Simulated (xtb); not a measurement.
xtb input (GFN2-xTB):

```bash
xtb mol.xyz --gfn 2 --ohess tight --chrg -1 --uhf 0
```
mol.xyz:
```
4

Si    -0.09135649     0.07153982     0.57028681
Br     1.21199931    -1.53415453    -0.32313411
F      0.38007347     1.49050443    -0.07475657
F     -1.52977137    -0.08140695    -0.10145348
```

Output:

```
           -------------------------------------------------
          |                Calculation Setup                |
           -------------------------------------------------

           -------------------------------------------------
          |                 G F N 2 - x T B                 |
           -------------------------------------------------

        Reference                      10.1021/acs.jctc.8b01176
      * Hamiltonian:
        H0-scaling (s, p, d)           1.850000    2.230000    2.230000
        zeta-weighting                 0.500000
      * Dispersion:
        s8                             2.700000
        a1                             0.520000
        a2                             5.000000
        s9                             5.000000
      * Repulsion:
        kExp                           1.500000    1.000000
        rExp                           1.000000
      * Coulomb:
        alpha                          2.000000
        third order                    shell-resolved
        anisotropic                    true
        a3                             3.000000
        a5                             4.000000
        cn-shift                       1.200000
        cn-exp                         4.000000
        max-rad                        5.000000

          ...................................................
          :                      SETUP                      :
          :.................................................:
          :  # basis functions                  28          :
          :  # atomic orbitals                  26          :
          :  # shells                           10          :
          :  # electrons                        26          :
          :  max. iterations                   250          :
          :  Hamiltonian                  GFN2-xTB          :
          :  restarted?                      false          :
          :  GBSA solvation                  false          :
          :  PC potential                    false          :
          :  electronic temp.          300.0000000     K    :
          :  accuracy                    1.0000000          :
          :  -> integral cutoff          0.2500000E+02      :
          :  -> integral neglect         0.1000000E-07      :
          :  -> SCF convergence          0.1000000E-05 Eh   :
          :  -> wf. convergence          0.1000000E-03 e    :
          :  Broyden damping             0.4000000          :
          :  net charge                         -1          :
          :  unpaired electrons                  0          :
          ...................................................

 iter      E             dE          RMSdq      gap      omega  full diag
   1    -15.6421410 -0.156421E+02  0.156E+01    4.50       0.0  T
   2    -15.6449678 -0.282674E-02  0.104E+01    4.66       1.0  T
   3    -15.6432503  0.171745E-02  0.236E+00    4.72       1.0  T
   4    -15.6469983 -0.374798E-02  0.934E-01    4.80       1.0  T
   5    -15.6472057 -0.207399E-03  0.488E-01    4.83       1.0  T
   6    -15.6472700 -0.643266E-04  0.392E-01    4.81       1.0  T
[...]
     3   9 F    1.020 --     1 Si   0.975
     4   9 F    1.021 --     1 Si   0.975
 ---------------------------------------------------------------------------

Topologies differ in total number of bonds
Writing topology from bond orders to xtbtopo.mol

molecular dipole:
                 x           y           z       tot (Debye)
 q only:       -0.773       0.976       1.318
   full:       -1.166       1.478       0.576       5.005
molecular quadrupole (traceless):
                xx          xy          yy          xz          yz          zz
 q only:       -2.833       5.174      -5.153       1.038      -1.497       7.985
  q+dip:       -2.048       8.744      -5.923       2.403      -3.077       7.970
   full:       -0.941       8.195      -4.604       1.769      -2.233       5.545

           -------------------------------------------------
          |                Geometry Summary                 |
           -------------------------------------------------

      molecular mass/u    :      145.9858328
   center of mass at/Å    :        0.5014969      -0.6425297      -0.1084002
  moments of inertia/u·Å² :        0.7243368E+02   0.2733149E+03   0.3097193E+03
rotational constants/cm⁻¹ :        0.2327320E+00   0.6167843E-01   0.5442874E-01

           -------------------------------------------------
          |               Frequency Printout                |
           -------------------------------------------------
 projected vibrational frequencies (cm⁻¹)
eigval :       -0.00    -0.00    -0.00     0.00     0.00     0.00
eigval :      137.82   139.68   262.66   303.02   616.02   656.11
 reduced masses (amu)
   1: 36.10   2: 22.55   3: 68.51   4: 70.54   5: 52.42   6: 21.25   7: 25.09   8: 45.05
   9: 29.30  10: 21.38  11: 22.90  12: 22.86
 IR intensities (km·mol⁻¹)
   1:  3.36   2:  1.09   3:  3.68   4:  4.32   5:  6.00   6:  2.28   7:  0.11   8:  0.29
   9: 71.98  10: 35.25  11:235.09  12:200.03
 Raman intensities (Ä⁴*amu⁻¹)
   1:  0.00   2:  0.00   3:  0.00   4:  0.00   5:  0.00   6:  0.00   7:  0.00   8:  0.00
   9:  0.00  10:  0.00  11:  0.00  12:  0.00
 output can be read by thermo (or use thermo option).
 writing <g98.out> molden fake output.
 recommended (thermochemical) frequency scaling factor: 1.0
           -------------------------------------------------
          |             Thermodynamic Functions             |
           -------------------------------------------------

cs  symmetry found (for desy threshold:  0.10E+00) used in thermo

          ...................................................
          :                      SETUP                      :
          :.................................................:
          :  # frequencies                           6      :
          :  # imaginary freq.                       0      :
          :  linear?                             false      :
          :  only rotor calc.                    false      :
          :  symmetry                               cs      :
          :  rotational number                       1      :
          :  scaling factor                  1.0000000      :
Note: The following floating-point exceptions are signalling: IEEE_DENORMAL
normal termination of xtb
          :  rotor cutoff                   50.0000000 cm⁻¹ :
          :  imag. cutoff                  -20.0000000 cm⁻¹ :
          :.................................................:

    mode    ω/cm⁻¹     T·S(HO)/kcal·mol⁻¹    T·S(FR)/kcal·mol⁻¹   T·S(vib)
   ------------------------------------------------------------------------
       1    137.82    -0.84494 ( 98.30%)    -0.75602 (  1.70%)    -0.84343
       2    139.68    -0.83727 ( 98.38%)    -0.75204 (  1.62%)    -0.83589
       3    262.66    -0.49016 ( 99.87%)    -0.56504 (  0.13%)    -0.49025
   ------------------------------------------------------------------------

   temp. (K)  partition function   enthalpy   heat capacity  entropy
                                   cal/mol     cal/K/mol   cal/K/mol   J/K/mol
 298.15  VIB   8.37                 1565.362      9.120      9.463
         ROT  0.189E+06              888.752      2.981     27.127
         INT  0.158E+07             2454.114     12.101     36.590
         TR   0.171E+28             1481.254      4.968     40.827
         TOT                        3935.3683    17.0692    77.4170   323.9129

       T/K    H(0)-H(T)+PV         H(T)/Eh          T*S/Eh         G(T)/Eh
   ------------------------------------------------------------------------
    298.15    0.627141E-02    0.110904E-01    0.367833E-01   -0.256929E-01
   ------------------------------------------------------------------------

         :::::::::::::::::::::::::::::::::::::::::::::::::::::
         ::                  THERMODYNAMIC                  ::
         :::::::::::::::::::::::::::::::::::::::::::::::::::::
         :: total free energy         -15.659664400036 Eh   ::
         ::.................................................::
         :: total energy              -15.633971514323 Eh   ::
         :: zero point energy           0.004819038232 Eh   ::
         :: G(RRHO) w/o ZPVE           -0.030511923945 Eh   ::
         :: G(RRHO) contrib.           -0.025692885713 Eh   ::
         :::::::::::::::::::::::::::::::::::::::::::::::::::::

optimized geometry written to: xtbopt.xyz

           -------------------------------------------------
          | TOTAL ENERGY              -15.633971514323 Eh   |
          | TOTAL ENTHALPY            -15.622881067563 Eh   |
          | TOTAL FREE ENERGY         -15.659664400036 Eh   |
          | GRADIENT NORM               0.000099680100 Eh/α |
          | HOMO-LUMO GAP               4.283389366684 eV   |
           -------------------------------------------------

------------------------------------------------------------------------
------------------------------------------------------------------------
 total:
 SCF:
 ANC optimizer:
 analytical hessian:
```
